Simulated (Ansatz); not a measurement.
H₇NSSi₂, SMILES `N[SiH2]S[SiH3]`, relaxed with RKS PBE-D4/def2-SVP in the Gaussian-basis code of Ansatz from a rough embedded geometry. The force threshold is 0.03 eV/Å; the program also tests the step.

Charge 0, multiplicity 1.

Start:

```xyz
11

N    -2.304    0.597    0.371
Si   -0.847   -0.166    0.401
S     0.328    1.067   -0.809
Si    2.012   -0.276   -0.859
H    -2.185    1.593    0.387
H    -2.837    0.420    1.296
H    -1.022   -1.541   -0.156
H    -0.360   -0.160    1.750
H     2.447   -0.383    0.589
H     3.117    0.381   -1.592
H     1.651   -1.532   -1.377
```

By how much does the energy fall, and how many steps does the optimiser take? (Best estimate.)

Computed: 18.55 kcal/mol, in 18 steps, 2 of them rejected.

Which bonds change most? (Best estimate.)

The calculation gave: Si2–S3 from 2.089 to 2.190 Å; Si4–H11 from 1.406 to 1.506 Å; N1–Si2 from 1.645 to 1.735 Å; Si2–H8 from 1.434 to 1.504 Å.

Give the relaxed structure. (An estimate is asked.)

Computed: 
```xyz
11

N    -2.278    0.694    0.924
Si   -0.986   -0.295    0.320
S     0.182    0.636   -1.281
Si    2.120   -0.180   -0.797
H    -2.047    1.597    1.348
H    -3.123    0.780    0.353
H    -1.620   -1.554   -0.196
H    -0.023   -0.591    1.437
H     2.577    0.246    0.573
H     3.068    0.353   -1.833
H     2.130   -1.685   -0.847
```
